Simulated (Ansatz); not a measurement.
The same molecule with X = C, Si, Ge, Sn. Ansatz, PBE0-D4/def2-TZVP geometries, multiplicity 1.

Elements past krypton have def2 core potentials. Scalar relativity is left out up to krypton.

```
 X               molecule  mean X–Br bond length / Å  mean X–H bond length / Å  LUMO energy (B3LYP/def2-TZVPP) / eV  LUMO energy (PBE/def2-TZVPP) / eV  HOMO–LUMO gap (ωB97M-V/def2-TZVPP) / eV
Si        `Br[SiH](Br)Br`                      2.198                     1.472                                -1.31                              -1.95                                    11.64
Ge  `[Br][GeH]([Br])[Br]`                      2.285                     1.528                                -2.36                              -2.94                                    10.69
Sn  `[Br][SnH]([Br])[Br]`                      2.454                     1.696                                -2.89                              -3.44                                    10.21
```

(1) Give the row for X = C, `BrC(Br)Br`. (Estimate.)

## Answers

(1) Computed: 
```json
{"X": "C", "molecule": "`BrC(Br)Br`", "mean X–Br bond length / Å": "1.922", "mean X–H bond length / Å": "1.083", "LUMO energy (B3LYP/def2-TZVPP) / eV": "-2.05", "LUMO energy (PBE/def2-TZVPP) / eV": "-2.74", "HOMO–LUMO gap (ωB97M-V/def2-TZVPP) / eV": "10.63"}
```

From C to Sn the mean X–Br bond length rises at each step, by 0.532 Å in all; the mean X–H bond length rises at each step, by 0.613 Å in all; the LUMO energy (B3LYP/def2-TZVPP) isn't monotonic: highest at Si, lowest at Sn; the LUMO energy (PBE/def2-TZVPP) isn't monotonic: highest at Si, lowest at Sn; the HOMO–LUMO gap (ωB97M-V/def2-TZVPP) isn't monotonic: highest at Si, lowest at Sn. Bonds lengthen as the atom grows down the group.

B3LYP here is the variant with VWN-RPA as its local correlation; programs differ in this.

Spin–orbit coupling is left out; it splits and shifts lone-pair levels of the heavy atoms by tenths of an eV.
